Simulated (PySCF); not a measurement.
CH6B2FN.
Atom-mapped SMILES: `[BH2:1][NH:2][CH2:3][BH:4][F:5]` (hydrogens: H6, H7 on B1; H8 on N2; H9, H10 on C3; H11 on B4)

Theory: PBE0-D3(BJ)/def2-SVP geometry optimisation, gas phase in PySCF 2.14.0.

Q: What internal coordinates does the optimisation give?

A: 
| bond | length (bohr) | order |
| --- | --- | --- |
| B1–N2 | 2.623 | single |
| N2–C3 | 2.729 | single |
| C3–B4 | 2.956 | single |
| B4–F5 | 2.500 | single |
| B1–H6, B1–H7 | 2.287 | single |
| N2–H8 | 1.917 | single |
| C3–H9, C3–H10 | 2.095 | single |
| B4–H11 | 2.288 | single |

Bonds in one row agree within 0.02 bohr and their mean is given. Orders are formal, as drawn. A selection of angles:
| angle | degrees |
| --- | --- |
| N2–B1–H6 | 119.0 |
| H6–B1–H7 | 122.2 |
| B1–N2–C3 | 127.3 |
| B1–N2–H8 | 118.8 |
| C3–N2–H8 | 113.9 |
| N2–C3–B4 | 116.2 |
| N2–C3–H9 | 109.6 |
| N2–C3–H10 | 112.1 |
| B4–C3–H9 | 108.3 |
| B4–C3–H10 | 106.2 |
| H9–C3–H10 | 103.6 |
| C3–B4–F5 | 119.6 |
| C3–B4–H11 | 122.7 |
| F5–B4–H11 | 117.6 |

Dihedral angles: B1–N2–C3–B4 130° (anticlinal); N2–C3–B4–F5 5° (synperiplanar). The mirror-image conformer, all signs reversed, is as good.

B4 (three-coordinate boron) is planar (angles 122.7°, 119.6° and 117.6°, sum 360.0°, 0.01 Å off the plane of its three neighbours). B1 (three-coordinate boron) is planar (angles 122.2°, 119.0° and 118.8°, sum 360.0°, 0.00 Å off the plane of its three neighbours). Of the pairs four or more bonds apart, F5···H8 is among the closest relative to their van der Waals radii: 2.65 Å, 99 % of the sum of Bondi's values. N2 (boron-bound nitrogen) is planar (angles 127.3°, 118.8° and 113.9°, sum 359.9°, 0.02 Å off the plane of its three neighbours).

Point group: C1 (no symmetry element, even within 0.4 Å). PBE0-D3(BJ)/def2-SVP frequencies: not computed here. One conformer, not necessarily the lowest.
